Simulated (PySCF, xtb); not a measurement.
C₂H₂N, SMILES [CH2]C#N, multiplicity 2.

Harmonic wavenumbers (cm⁻¹) from GFN2-xTB (xtb 6.7.1) at its own minimum, in rising order: 372, 383, 681, 925, 1136, 1352, 2198, 3111, 3148.

Question: What does PBE0-D3(BJ)/def2-TZVP (PySCF) give at its own minimum? (The exact figures need the calculation; the answer reports its results.)

Answer: 390, 439, 670, 1029, 1070, 1439, 2155, 3183, 3291. Paired by order, the mean absolute difference is 67 cm⁻¹ and the zero-point energies are 19.0 and 19.5 kcal/mol.
